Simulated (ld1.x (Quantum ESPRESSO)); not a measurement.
## Plane-wave convergence, RRKJ potential for Te

| Item | Value |
| --- | --- |
| Element | Te (Z = 52) |
| Generator | ld1.x (Quantum ESPRESSO) 7.5 |
| Type | norm-conserving RRKJ (Kleinman–Bylander form) |
| Functional | LDA (PZ) |
| Relativity | scalar-relativistic |
| Frozen core | [Ar] 3d10 |
| Valence charge | 24 |
| Reference configuration | 4s2 4p6 4d10 5s2 5p2 (charge +2) |
| Partial waves | 4s (bound): rc 1.30 bohr; 4p (bound): rc 1.30 bohr; 4d (bound): rc 1.40 bohr |
| Local potential | all-electron potential smoothed inside 1.10 bohr (lloc = -1) |
| Core correction | full core density, not smoothed (it rises at the typed radius of 1.05 bohr, so ld1.x skipped the fit) |
| rho0 | 0.001 |

Occupied shells without a wave of their own: 5p, 5s. They enter only through the test configuration that unscreens the potential, and ld1.x also counts them in the model core charge.

The pseudo-atom Hamiltonian at the reference potential is diagonalised in spherical Bessel functions j_l(qr) that vanish at 20 bohr, with q² up to the cutoff. All-electron valence levels (Ry): 4s -13.4862, 5s -2.4308, 4p -9.8247, 5p -1.6605, 4d -4.4894.

Task: How do the lowest levels (Ry) of each channel move with the cutoff, and are there ghosts?

Result:

```
cutoff (Ry)      s #1     s #2     s #3     p #1     p #2     p #3     d #1     f #1     f #2  Σ f·Δε (mRy)
          8  -11.0148  -1.8899  -0.6323  -5.1535  -1.0139  -0.4011  -1.3669  -0.3310  -0.1860       66559.8
         18  -11.5204  -2.1089  -0.6924  -8.4119  -1.4154  -0.5028  -2.4340  -0.3380  -0.1902       34085.7
         40  -12.6561  -2.2511  -0.7235  -9.7917  -1.6624  -0.5638  -4.1001  -0.3421  -0.1927        6095.9
         60  -13.3071  -2.3656  -0.7492  -9.8242  -1.6802  -0.5686  -4.4554  -0.3430  -0.1933         781.7
        110  -13.4861  -2.4032  -0.7577  -9.8246  -1.6817  -0.5691  -4.4895  -0.3433  -0.1934           1.8
        180  -13.4863  -2.4033  -0.7578  -9.8247  -1.6818  -0.5692  -4.4896  -0.3433  -0.1934           0.2
        400  -13.4863  -2.4033  -0.7578  -9.8247  -1.6818  -0.5692  -4.4896  -0.3433  -0.1934           0.0
```

Result: no extra level below or beside the all-electron valence levels (s, p, d, f tested); 10 mRy is reached at 100 Ry and 1 mRy at 140 Ry.

The potential misses its own reference levels by up to 0.4 eV. ld1.x takes every shell without a wave as core, so the model core holds the 5p, 5s electrons as well and exchange and correlation see them twice. This cancels in the reference configuration, but the file is broken for other ones, and its errors say nothing about a proper core correction. Its largest configuration-test error is +1114 meV.
